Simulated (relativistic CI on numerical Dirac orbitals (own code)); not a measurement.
Radial parameters of Cs3+

These numbers are calculated, not measured: Dirac-Coulomb-Breit CI, KLI orbitals optimised for each configuration, a model potential for QED, valence Slater integrals scaled by 0.85, P86 correlation energy added to each configuration (own radial code, finite nucleus).

Slater integrals F^k, G^k are unscaled and averaged over j, outside the closed core [Kr] 4d10; ζ comes from projecting the Hamiltonian with its Breit term on Σ l·s of the shell.

- 5s2 5p4: F^2(5p,5p) = 55485, ζ(5p) = 10252 cm⁻¹; <r>(5p) = 1.933, <r^2>(5p) = 4.203 (bohr units).
- 5s 5p5: G^1(5s,5p) = 73145, ζ(5p) = 10175 cm⁻¹; <r>(5s) = 1.678, <r^2>(5s) = 3.156, <r>(5p) = 1.929, <r^2>(5p) = 4.184 (bohr units).
- 5s2 5p3 5d: F^2(5p,5p) = 55913, ζ(5p) = 10634, F^2(5p,5d) = 42268, G^1(5p,5d) = 48906, G^3(5p,5d) = 30602, ζ(5d) = 565.89 cm⁻¹; <r>(5p) = 1.917, <r^2>(5p) = 4.133, <r>(5d) = 2.621, <r^2>(5d) = 7.787 (bohr units).

In this model ζ of a weakly bound d, f or g electron outside closed shells comes out too small, for d by up to a factor of two or three and at times with the wrong sign; that of an outer p electron is too small as well.

For a near-neutral ion this model can misplace configurations by up to about 10,000 cm⁻¹ (more where the count of f electrons changes) and terms by 10 to 25 % of their spread. Rates follow the energies as ν³ (E1, M1) or ν⁵ (E2), so they and the lifetimes can be off by large factors. The fine structure of a lone outer electron comes out too small, for d and f at times inverted, and misplaced configurations move strength between like terms. 36 of the 69 excited levels that our extract of the measured tables holds in this range could be paired (the sources list more); they are missed by 7993 cm⁻¹ on average and 11054 at most, and levels without a partner can miss by more.

Averages of the first 10 configurations, taken without configuration mixing, which lowers the lowest level and can move excited configurations by several eV; other configurations of the list can lie among them:

```
Configuration  Parity  States  Average energy above the lowest level (eV)
      5s2 5p4    even      15                                         2.8
       5s 5p5     odd      12                                        19.5
   5s2 5p3 5d     odd     200                                        22.0
          5p6    even       1                                        38.8
   5s2 5p3 5f    even     280                                        35.7
    5s 5p4 5d    even     300                                        37.8
   5s2 5p3 6s     odd      40                                        24.7
   5s2 5p3 5g     odd     360                                        39.5
   5s2 5p3 4f    even     280                                        26.3
   5s2 5p3 6p    even     120                                        28.9
```
